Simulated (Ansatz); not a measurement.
```yaml
crystal:
  periodic: [false, false, false]
  atoms:
    - {symbol: O, position_ang: [-0.360536, 0.207271, 0.805775]}
    - {symbol: Hf, position_ang: [0.103984, -0.055943, -0.224382]}
    - {symbol: Cl, position_ang: [1.219674, -1.023034, -0.124836]}
    - {symbol: Cl, position_ang: [-1.051929, -0.838200, -0.962832]}
    - {symbol: Cl, position_ang: [0.510832, 1.140543, -0.866803]}
    - {symbol: H, position_ang: [-0.595835, 0.294742, 1.327584]}
basis:
  gaussian: {orbitals: def2-mTZVPP}
hamiltonian: {xc: {name: wB97X-V}}
scf: {lower_state_search: off}
output: {forces: true}
```

```sh
$ ansatz run in.yaml --threads 4 --pin off --events-out ev --progress --plain --max-ram 10444MiB
```

Shortened log:

```
Functional definition: wB97X-V
1388 factors; integrals over basis functions are off by at most 3.4e-4 eV
352 factors; integrals over basis functions are off by at most 3.4e-6 eV
mean field evaluation 1: about -40817.8151 eV, gradient 8.9e1 eV
mean field evaluation 2: about -40814.9794 eV, gradient 9.8e1 eV
mean field evaluation 4: about -40829.1767 eV, gradient 3.4e0 eV
mean field evaluation 8: about -40829.2934 eV, gradient 2.1e-1 eV
mean field evaluation 16: about -40829.2936 eV, gradient 8.0e-4 eV
mean field -40829.29355949 eV, -1500.4488632220 hartree, gradient 4.4e-6 eV, S^2 0.000000; 0 other end points of the search recorded, 0 dependent functions left out
reference -40829.29355760 eV, -1500.4488631525 hartree; 36, 36 occupied and 110, 110 virtual orbitals, 1388 factors
Total energy: -40829.29355760 eV, -1500.4488631525 hartree
Atom 0 at    -0.360536     0.207271     0.805775 Å, force   -18.072027    18.471080    45.109427 eV/Å
Atom 1 at     0.103984    -0.055943    -0.224382 Å, force     2.569123   -41.343019   -57.937902 eV/Å
Atom 2 at     1.219674    -1.023034    -0.124836 Å, force    67.506151   -57.264542     7.948048 eV/Å
Atom 3 at    -1.051929    -0.838200    -0.962832 Å, force   -45.565763   -29.507078   -29.339781 eV/Å
Atom 4 at     0.510832     1.140543    -0.866803 Å, force    31.735319    95.132197   -50.384586 eV/Å
Atom 5 at    -0.595835     0.294742     1.327584 Å, force   -38.172803    14.511362    84.604793 eV/Å
Dipole moment:    -0.292583     0.215155     0.724692 e Å
Checks for a lower state left out: stability, starts, cluster_reference, orbital_swaps, neighbouring_geometries, increment
```

Task: Something in this input is off. What?

Result: The geometry is squeezed to about two thirds of its size. The calculation finished and met its thresholds. The result belongs to that input, not to the molecule as meant.
